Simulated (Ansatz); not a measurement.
Basis-set extrapolation for C$_{2}$H$_{8}$Si$_{2}$, SMILES `C=C([SiH3])[SiH3]` (PBE0-D4/def2-TZVP geometry, frozen core, the Gaussian-basis code of Ansatz). Multiplicity 1, RHF reference.

|  | def2-TZVPP | def2-QZVPP |
| --- | --- | --- |
| HF | -658.283536 | -658.305279 |
| MP2 correlation | -0.580938 | -0.619706 |
| CCSD(T) correlation | -0.666634 | not run |

Energies in hartree. Use E(X) = E(∞) + A·exp(−7.88·√X) for Hartree–Fock and E(X) = E(∞) + B·X^(−2.97) for correlation, with X = 3 and 4, and add CCSD(T) minus MP2 of the smaller set to the MP2 limit.

Problem. What is the CCSD(T) energy at the basis-set limit?

Solution. HF limit: -658.305279 + (-0.021743) × 0.13774 = -658.30827. MP2 limit: -0.619706 + (-0.038768) × 0.74074 = -0.64842. Higher-order term: -0.666634 − (-0.580938) = -0.08570. Total: -659.04239 hartree, 242.1 kJ/mol below CCSD(T)/def2-TZVPP.
